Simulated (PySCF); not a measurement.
How do the members of this family differ from one of them?

PySCF, B3LYP/def2-SVPD, density fitting, gas phase; each molecule at its own PBE0-D3(BJ)/def2-SVP geometry, one conformer. Singlet excitations by full TDDFT with frozen cores, triplets by Tamm–Dancoff TDDFT and ionisation energies by ΔSCF, from the lowest of the holes tried. 

Torsions of the conformers computed, which needn't be the lowest (atom-mapped SMILES):
- `[BH2:1][SiH2:2][OH:3]`: H–O3–Si2–B1 47°
- `[NH2:1][C:2](=[O:3])[SiH2:4][OH:5]`: N1–C2–Si4–O5 180°, H–N1–C2–O3 179°, H–N1–C2–O3 0°, H–O5–Si4–C2 0°
- `[CH3:1][S:2][SiH2:3][OH:4]`: C1–S2–Si3–O4 -145°, H–O4–Si3–S2 50°
- `[O:1]=[CH:2][NH:3][SiH2:4][OH:5]`: O1–C2–N3–Si4 0°, C2–N3–Si4–O5 -1°, H–O5–Si4–N3 1°
- `[CH3:1][C:2]([CH3:3])([CH3:4])[SiH2:5][OH:6]`: C1–C2–Si5–O6 -61°, H–O6–Si5–C2 -77°
- `[CH3:1][C:2](=[S:3])[SiH2:4][OH:5]`: C1–C2–Si4–O5 177°, H–O5–Si4–C2 3°
- `[OH:1][SiH2:2][O:3][GeH3:4]`: O1–Si2–O3–Ge4 0°, H–O1–Si2–O3 180°
- `[OH:1][SiH2:2][SH:3]`: H–O1–Si2–S3 55°, H–S3–Si2–O1 66°

Reference: `B[SiH2]O`, with HOMO energy -7.82 eV, LUMO energy -2.72 eV, lowest singlet excitation 3.86 eV, lowest triplet excitation 3.09 eV, mean polarisability 48.7 au, dipole moment 1.47 D and vertical ionisation energy 10.25 eV.

Changes against it:

| molecule | Δ HOMO energy (eV) | Δ LUMO energy (eV) | Δ lowest singlet excitation (eV) | Δ lowest triplet excitation (eV) | Δ mean polarisability (au) | Δ dipole moment (D) | Δ vertical ionisation energy (eV) |
| --- | --- | --- | --- | --- | --- | --- | --- |
| CC(C)(C)[SiH2]O | +0.39 | +2.53 | +2.44 | +3.03 | +32.8 | +0.10 | -0.78 |
| CC(=S)[SiH2]O | +1.18 | -0.22 | -1.52 | -1.23 | +29.5 | +1.16 | -1.33 |
| O[SiH2][O][GeH3] | -0.15 | +2.39 | +2.77 | +3.25 | +15.5 | -0.22 | -0.12 |
| O[SiH2]S | +0.34 | +2.32 | +2.16 | +2.53 | +5.3 | -0.86 | -0.19 |

Rows whose labels were lost:

```
row  Δ HOMO energy (eV)  Δ LUMO energy (eV)  Δ lowest singlet excitation (eV)  Δ lowest triplet excitation (eV)  Δ mean polarisability (au)  Δ dipole moment (D)  Δ vertical ionisation energy (eV)
  P               +0.44               +1.92                             +1.13                             +1.28                        +7.7                +2.89                              -0.46
  Q               -0.15               +2.11                             +1.74                             +2.04                        +4.9                +2.71                              +0.04
  R               +0.99               +2.19                             +1.39                             +1.85                       +17.6                +0.64                              -1.03
```

Problem. Which row belongs to which of `NC(=O)[SiH2]O`, `CS[SiH2]O` and `O=CN[SiH2]O`?

Solution. P = `NC(=O)[SiH2]O`, Q = `O=CN[SiH2]O` and R = `CS[SiH2]O`. P and Q are told apart most clearly by the lowest triplet excitation (+1.28 against +2.04 eV); P and R are told apart most clearly by the dipole moment (+2.89 against +0.64 D); Q and R are told apart most clearly by the dipole moment (+2.71 against +0.64 D).

Problem. Which row has the smallest HOMO–LUMO gap and which the largest, and does the HOMO or the LUMO shift more there?

Solution. Smallest, counted from the reference: `CC(=S)[SiH2]O`, -1.40 eV (HOMO +1.18, LUMO -0.22), the larger shift being that of the HOMO. Largest: `O[SiH2][O][GeH3]`, +2.54 eV (HOMO -0.15, LUMO +2.39), the larger shift being that of the LUMO.
